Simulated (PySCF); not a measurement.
## Si⁶⁺ (silicon, charge +6) across methods

[He] 2s2 2p4, high-spin 3P determinant. Calculation: PySCF 2.14, in an uncontracted even-tempered set (21 s from 0.3 bohr⁻², ratio 2.2; 13 p from 0.39 bohr⁻², ratio 2.2; 6 d from 4.4 bohr⁻², ratio 2.4; 6 f from 6.5 bohr⁻², ratio 2.4; 5 g from 9.8 bohr⁻², ratio 2.4); scalar relativity by spin-free X2C-1e.

```
method  E (hartree)  mean ε 2s β (eV)  mean ε 2p α (eV)  mean ε 2p β (eV)  Σ⟨r²⟩ (bohr²)   ⟨S²⟩
  PW91    -272.4721           -266.21           -234.24           -226.85          1.860  2.000
   PBE    -272.3666           -266.00           -233.99           -226.56          1.861  2.000
PBEsol    -271.8546           -265.58           -233.73           -225.85          1.862  2.000
  PBE0    -272.3977           -271.29           -240.00           -232.05          1.857  2.001
r2SCAN    -272.4887           -267.38           -236.45           -228.40          1.853  2.001
   UHF   -272.22308           -285.37           -256.91           -247.11          1.849  2.001
```

Task: Estimate the same row for LDA.

Result: E (hartree) = -271.3098; mean ε 2s β (eV) = -265.61; mean ε 2p α (eV) = -233.85; mean ε 2p β (eV) = -225.58; Σ⟨r²⟩ (bohr²) = 1.866; ⟨S²⟩ = 2.000.
